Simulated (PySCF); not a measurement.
**Frontier levels across methods**

Compound: CF3(CH2)2OH, C3H5F3O.
Z-matrix (Å and degrees, PBE0-D3(BJ)/def2-SVP geometry), rows numbered from 1:
```
O 
C   1  1.3979
C   2  1.5242  1  112.07
C   3  1.5037  2  113.55  1  -179.18
F   4  1.3355  3  111.42  2   178.10
F   4  1.3404  3  111.65  2   -61.88
F   4  1.3385  3  111.57  2    57.95
H   1  0.9627  2  108.37  3   -67.62
H   2  1.1069  1  112.45  3   123.81
H   2  1.1004  1  106.82  3  -119.44
H   3  1.1000  2  109.95  1   -58.06
H   3  1.1019  2  110.66  1    60.42
```

Basis pcSseg-1 throughout (PySCF), one geometry. Geometry: PBE0-D3(BJ)/def2-SVP, one conformer, isolated molecule.

Problem. How do the orbital energies, the gap and the dipole change with the method?

Solution. 
| method | kind | HOMO (eV) | LUMO (eV) | gap (eV) | μ (D) | SCF cycles |
| --- | --- | --- | --- | --- | --- | --- |
| PBE | GGA | -6.58 | 0.13 | 6.72 | 1.81 | 14 |
| LDA | LDA | -6.75 | -0.04 | 6.71 | 1.88 | 13 |
| KT3 | GGA | -6.79 | -0.04 | 6.76 | 1.80 | 14 |
| KT2 | GGA | -6.81 | 0.10 | 6.91 | 1.83 | 14 |
| PBE0 | global hybrid | -8.37 | 1.02 | 9.39 | 1.90 | 12 |
| CAM-B3LYP | range-separated hybrid | -9.86 | 1.82 | 11.67 | 1.91 | 12 |
| BHandHLYP | global hybrid | -10.07 | 1.66 | 11.73 | 1.97 | 12 |
| wB97X-D | range-separated hybrid | -10.35 | 2.89 | 13.24 | 1.91 | 12 |
| HF | Hartree–Fock | -12.73 | 3.90 | 16.63 | 2.05 | 10 |

The HOMO spans 6.15 eV, from PBE down to HF, and the gap runs from 6.71 eV (LDA) to 16.63 eV (HF). Over the methods PBE (0 %), LDA (0 %), KT3 (0 %), KT2 (0 %), PBE0 (25 %), BHandHLYP (50 %), HF (100 %), a straight line through the gap against the share of exact exchange rises by 0.99 eV for each 10 % (correlation coefficient 1.000). The dipole ranges from 1.80 D (KT3) to 2.05 D (HF). This basis has no diffuse functions.

The vertical ΔSCF ionisation energy at wB97X-D/def2-SVPD is 11.20 eV; −ε(HOMO) comes closest to it with wB97X-D (10.35 eV).
